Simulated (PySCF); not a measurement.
Cl$_{5}$Mo, doublet, geometry from GFN2-xTB (such geometries of metal compounds can be far from the true shape) (core potentials on Mo); DF-SVWN5/def2-SVP (PySCF).

PySCF was given this input:
```python
from pyscf import gto, scf, dft

mol = gto.M(
    atom='''
Mo    0.00924330   -0.07548706   -0.04503038
Cl    1.90161145   -0.15947901   -1.12922280
Cl    1.03631193   -1.04911892    1.83886530
Cl   -1.02218561    0.93375382   -1.90768418
Cl   -1.71118297   -1.39568895    0.20151672
Cl   -0.22739119    1.85703050    1.10777647
''',
    basis='def2-svp',
    ecp={'Mo': 'def2-svp'},
    spin=1,
    verbose=4,
)

mf = dft.UKS(mol)
mf.xc = 'lda,vwn'
mf.grids.level = 2
mf = mf.density_fit(auxbasis='def2-universal-jkfit')
mf.kernel()
mf.analyze()
```

What the program printed (banner, timings and long lists left out):

```
PySCF version 2.14.0

[INPUT] verbose = 4
[INPUT] num. atoms = 6
[INPUT] num. electrons = 99
[INPUT] charge = 0
[INPUT] spin (= nelec alpha-beta = 2S) = 1
[INPUT] symmetry False subgroup None
[INPUT] Mole.unit = angstrom
[INPUT] Symbol           X                Y                Z      unit          X                Y                Z       unit  Magmom
[...]
nuclear repulsion = 715.373474299633
number of shells = 51
number of NR pGTOs = 237
number of NR cGTOs = 121
basis = def2-svp
ecp = {'Mo': 'def2-svp'}

******** <class 'pyscf.df.df_jk.DFUKS'> ********
method = DFUKS
initial guess = minao
damping factor = 0
level_shift factor = 0
DIIS = <class 'pyscf.scf.diis.CDIIS'>
diis_start_cycle = 1
diis_space = 8
diis_damp = 0
SCF conv_tol = 1e-09
SCF conv_tol_grad = None
SCF max_cycles = 50
direct_scf = False
number electrons alpha = 50  beta = 49
XC library pyscf.dft.libxc version 7.1.2
    S. Lehtola, C. Steigemann, M. J. T. Oliveira, and M. A. L. Marques,  SoftwareX 7, 1–5 (2018)
XC functionals = lda,vwn
    P. A. M. Dirac,  Math. Proc. Cambridge Philos. Soc. 26, 376 (1930)
    F. Bloch,  Z. Phys. 57, 545 (1929)
    S. H. Vosko, L. Wilk, and M. Nusair,  Can. J. Phys. 58, 1200 (1980)
radial grids:
    Treutler-Ahlrichs [JCP 102, 346 (1995); DOI:10.1063/1.469408] (M4) radial grids

becke partition: Becke, JCP 88, 2547 (1988); DOI:10.1063/1.454033
pruning grids: <function nwchem_prune>
grids dens level: 2
symmetrized grids: False
atomic radii adjust function: <function treutler_atomic_radii_adjust>
small_rho_cutoff = 0
Set gradient conv threshold to 3.16228e-05
tot grids = 73136
init E= -2353.81867710604

cycle= 1 E= -2361.09078321829  delta_E= -7.27  |g|= 0.385  |ddm|=  2.7
cycle= 2 E= -2358.50067984489  delta_E= 2.59  |g|= 2.17  |ddm|= 2.52
cycle= 3 E= -2361.13635223037  delta_E= -2.64  |g|= 0.271  |ddm|= 2.39
cycle= 4 E= -2361.15870285796  delta_E= -0.0224  |g|= 0.18  |ddm|= 0.47
cycle= 5 E= -2361.15644485613  delta_E= 0.00226  |g|= 0.14  |ddm|= 1.47
cycle= 6 E= -2361.17589541877  delta_E= -0.0195  |g|= 0.027  |ddm|= 1.46
cycle= 7 E= -2361.17613913201  delta_E= -0.000244  |g|= 0.0203  |ddm|= 0.0612
cycle= 8 E= -2361.17623356447  delta_E= -9.44e-05  |g|= 0.0135  |ddm|= 0.119
cycle= 9 E= -2361.17616381808  delta_E= 6.97e-05  |g|= 0.0151  |ddm|= 0.258
cycle= 10 E= -2361.17635507125  delta_E= -0.000191  |g|= 0.00641  |ddm|= 0.189
cycle= 11 E= -2361.17637511895  delta_E= -2e-05  |g|= 0.00362  |ddm|= 0.0227
cycle= 12 E= -2361.17638319041  delta_E= -8.07e-06  |g|= 0.000981  |ddm|= 0.00506
cycle= 13 E= -2361.17638353074  delta_E= -3.4e-07  |g|= 0.000624  |ddm|= 0.0081
cycle= 14 E= -2361.17638373969  delta_E= -2.09e-07  |g|= 0.000367  |ddm|= 0.00948
cycle= 15 E= -2361.17638377796  delta_E= -3.83e-08  |g|= 0.000344  |ddm|= 0.00354
cycle= 16 E= -2361.17638384138  delta_E= -6.34e-08  |g|= 0.000158  |ddm|= 0.000869
cycle= 17 E= -2361.17638384339  delta_E= -2.01e-09  |g|= 0.000143  |ddm|= 0.000335
cycle= 18 E= -2361.17638371382  delta_E= 1.3e-07  |g|= 0.000368  |ddm|= 0.00599
cycle= 19 E= -2361.17638385635  delta_E= -1.43e-07  |g|= 4.74e-05  |ddm|= 0.00551
cycle= 20 E= -2361.1763838586  delta_E= -2.24e-09  |g|= 1.17e-05  |ddm|= 0.000513
cycle= 21 E= -2361.17638385864  delta_E= -4.82e-11  |g|= 8.81e-06  |ddm|= 2.63e-05
Extra cycle  E= -2361.17638385113  delta_E= 7.51e-09  |g|= 8.14e-05  |ddm|= 0.00131
converged SCF energy = -2361.17638385113  <S^2> = 0.75371029  2S+1 = 2.0037069
**** SCF Summaries ****
Total Energy =                       -2361.176383851134688
Nuclear Repulsion Energy =             715.373474299633358
One-electron Energy =                -4718.444107829711356
Two-electron Energy =                 1641.894249678943424
Two-electron Coulomb Energy =         1783.350460682605444
DFT Exchange-Correlation Energy =     -141.456211003661963
**** MO energy ****
                             alpha | beta                alpha | beta
[...]
spin_pop of  0 Mo 4s        0.00015
spin_pop of  0 Mo 5s        0.00349
spin_pop of  0 Mo 6s        0.00140
spin_pop of  0 Mo 7s        0.00019
spin_pop of  0 Mo 8s       -0.00018
spin_pop of  0 Mo 4px       0.00003
spin_pop of  0 Mo 4py       0.00013
spin_pop of  0 Mo 4pz       0.00048
spin_pop of  0 Mo 5px       0.00046
spin_pop of  0 Mo 5py       0.00028
spin_pop of  0 Mo 5pz       0.00014
spin_pop of  0 Mo 6px      -0.00000
spin_pop of  0 Mo 6py       0.00132
spin_pop of  0 Mo 6pz       0.00089
spin_pop of  0 Mo 4dxy      0.16056
spin_pop of  0 Mo 4dyz      0.33912
spin_pop of  0 Mo 4dz^2     0.03333
spin_pop of  0 Mo 4dxz      0.08533
spin_pop of  0 Mo 4dx2-y2    0.14494
spin_pop of  0 Mo 5dxy      0.03023
spin_pop of  0 Mo 5dyz      0.05302
spin_pop of  0 Mo 5dz^2     0.00305
spin_pop of  0 Mo 5dxz      0.01568
spin_pop of  0 Mo 5dx2-y2    0.00036
spin_pop of  0 Mo 4f-3      0.00005
spin_pop of  0 Mo 4f-2      0.00003
spin_pop of  0 Mo 4f-1      0.00010
spin_pop of  0 Mo 4f+0      0.00005
spin_pop of  0 Mo 4f+1      0.00005
spin_pop of  0 Mo 4f+2      0.00004
spin_pop of  0 Mo 4f+3      0.00009
spin_pop of  1 Cl 1s        0.00000
spin_pop of  1 Cl 2s        0.00000
spin_pop of  1 Cl 3s       -0.00004
spin_pop of  1 Cl 4s        0.00006
spin_pop of  1 Cl 2px      -0.00000
spin_pop of  1 Cl 2py      -0.00000
spin_pop of  1 Cl 2pz      -0.00000
spin_pop of  1 Cl 3px      -0.00913
spin_pop of  1 Cl 3py      -0.00274
spin_pop of  1 Cl 3pz      -0.00188
spin_pop of  1 Cl 4px       0.00020
spin_pop of  1 Cl 4py       0.00100
spin_pop of  1 Cl 4pz       0.00065
spin_pop of  1 Cl 3dxy      0.00020
spin_pop of  1 Cl 3dyz      0.00005
spin_pop of  1 Cl 3dz^2     0.00018
spin_pop of  1 Cl 3dxz      0.00059
spin_pop of  1 Cl 3dx2-y2    0.00078
spin_pop of  2 Cl 1s        0.00000
spin_pop of  2 Cl 2s       -0.00000
spin_pop of  2 Cl 3s        0.00036
spin_pop of  2 Cl 4s        0.00036
spin_pop of  2 Cl 2px      -0.00000
spin_pop of  2 Cl 2py       0.00000
spin_pop of  2 Cl 2pz       0.00000
spin_pop of  2 Cl 3px      -0.00836
spin_pop of  2 Cl 3py       0.04487
spin_pop of  2 Cl 3pz       0.01208
spin_pop of  2 Cl 4px       0.00012
spin_pop of  2 Cl 4py       0.00291
spin_pop of  2 Cl 4pz       0.00048
spin_pop of  2 Cl 3dxy      0.00074
spin_pop of  2 Cl 3dyz      0.00104
spin_pop of  2 Cl 3dz^2     0.00122
spin_pop of  2 Cl 3dxz      0.00020
spin_pop of  2 Cl 3dx2-y2    0.00033
spin_pop of  3 Cl 1s        0.00000
spin_pop of  3 Cl 2s       -0.00000
spin_pop of  3 Cl 3s        0.00038
spin_pop of  3 Cl 4s        0.00051
spin_pop of  3 Cl 2px      -0.00000
spin_pop of  3 Cl 2py       0.00000
spin_pop of  3 Cl 2pz       0.00000
spin_pop of  3 Cl 3px      -0.00870
spin_pop of  3 Cl 3py       0.04224
spin_pop of  3 Cl 3pz       0.01458
spin_pop of  3 Cl 4px       0.00011
spin_pop of  3 Cl 4py       0.00318
spin_pop of  3 Cl 4pz       0.00039
spin_pop of  3 Cl 3dxy      0.00092
spin_pop of  3 Cl 3dyz      0.00063
spin_pop of  3 Cl 3dz^2     0.00120
spin_pop of  3 Cl 3dxz      0.00018
spin_pop of  3 Cl 3dx2-y2    0.00062
spin_pop of  4 Cl 1s        0.00000
spin_pop of  4 Cl 2s        0.00000
spin_pop of  4 Cl 3s        0.00206
spin_pop of  4 Cl 4s        0.00125
spin_pop of  4 Cl 2px      -0.00000
spin_pop of  4 Cl 2py      -0.00000
spin_pop of  4 Cl 2pz      -0.00000
spin_pop of  4 Cl 3px      -0.01015
spin_pop of  4 Cl 3py      -0.00530
spin_pop of  4 Cl 3pz      -0.00125
spin_pop of  4 Cl 4px       0.00079
spin_pop of  4 Cl 4py       0.00035
spin_pop of  4 Cl 4pz       0.00043
spin_pop of  4 Cl 3dxy      0.00016
spin_pop of  4 Cl 3dyz      0.00014
spin_pop of  4 Cl 3dz^2     0.00064
spin_pop of  4 Cl 3dxz      0.00044
spin_pop of  4 Cl 3dx2-y2    0.00069
spin_pop of  5 Cl 1s        0.00000
spin_pop of  5 Cl 2s       -0.00000
spin_pop of  5 Cl 3s        0.00012
spin_pop of  5 Cl 4s        0.00004
spin_pop of  5 Cl 2px       0.00000
spin_pop of  5 Cl 2py      -0.00000
spin_pop of  5 Cl 2pz       0.00000
spin_pop of  5 Cl 3px       0.00802
spin_pop of  5 Cl 3py      -0.00546
spin_pop of  5 Cl 3pz       0.02155
spin_pop of  5 Cl 4px       0.00013
spin_pop of  5 Cl 4py       0.00104
spin_pop of  5 Cl 4pz       0.00278
spin_pop of  5 Cl 3dxy      0.00029
spin_pop of  5 Cl 3dyz      0.00095
spin_pop of  5 Cl 3dz^2     0.00230
spin_pop of  5 Cl 3dxz      0.00000
spin_pop of  5 Cl 3dx2-y2    0.00072
In total            50.00000 | 49.00000
Dipole moment(X, Y, Z, Debye):  0.07070, -0.56972, -0.34091
```
